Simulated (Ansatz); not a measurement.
`[SiH3][GeH2][GeH2][GeH3]` + HCl → `[SiH3][GeH2][Cl]` + `[GeH3][GeH3]` at 700 K and 1 bar (cleavage of the Ge–Ge bond).

Gas-phase electronic energies from Ansatz, PBE0-D4/def2-TZVP geometries. CBS: MP2 limit from def2 TZ/QZ plus the TZ coupled-cluster correction, frozen cores. This one scheme is used for every species. For Ge outer-core shells are correlated without core-valence functions, which leaves a few kJ/mol of doubt a bond. Scalar relativity is left out up to krypton. Each species was taken in one conformer, which may not be the lowest.

```json
{"species": "`[SiH3][GeH2][GeH2][GeH3]`", "CCSD(T)/CBS energy (Eh)": "-6523.43556", "H − E (kJ/mol)": "325.3", "S (J/(mol·K))": "631.1"}
{"species": "HCl", "CCSD(T)/CBS energy (Eh)": "-460.38127", "H − E (kJ/mol)": "38.4", "S (J/(mol·K))": "211.8"}
{"species": "`[SiH3][GeH2][Cl]`", "CCSD(T)/CBS energy (Eh)": "-2828.00643", "H − E (kJ/mol)": "176.5", "S (J/(mol·K))": "436.1"}
{"species": "`[GeH3][GeH3]`", "CCSD(T)/CBS energy (Eh)": "-4155.81928", "H − E (kJ/mol)": "182.8", "S (J/(mol·K))": "392.2"}
```

H − E and S are ideal-gas, rigid-rotor, harmonic terms from PBE0-D4/def2-TZVP, for one conformer and one mirror image of each species. 1 Eh = 2625.50 kJ/mol, R = 8.31446 J/(mol·K).

Task: By hand: ΔE, ΔH, ΔS and ΔG.

Result: ΔE = (-2828.00643) + (-4155.81928) − (-6523.43556) − (-460.38127) = -0.00888 Eh = -23.3 kJ/mol. Δ(H − E) = 176.5 + 182.8 − 325.3 − 38.4 = -4.4, so ΔH = -27.7 kJ/mol. ΔS = 436.1 + 392.2 − 631.1 − 211.8 = -14.6 J/(mol·K). ΔG = -27.7 − 700 × (-14.6)/1000 = -17.5 kJ/mol.

Task: By hand: the equilibrium constant, and the temperature at which ΔG would vanish if ΔH and ΔS stayed fixed.

Result: log₁₀ K = −ΔG/(RT ln 10) = 1.3. ΔG = 0 at ΔH/ΔS = 1897 K, though so small a ΔS makes that figure unsure.

TΔS isn't small against ΔH here. A doubt of 5 kJ/mol in ΔE shifts log₁₀ K by 0.4 here. Other conformers and mirror images would add mixing entropy, several J/(mol·K) or more a flexible species. Modes under 60 cm⁻¹, often nearly free rotors, make the harmonic entropy too high. These are equilibria of isolated gas molecules and say nothing of rates. Largest T1 diagnostic: 0.012 (customary marks: 0.02 for closed shells, 0.045 for open ones).
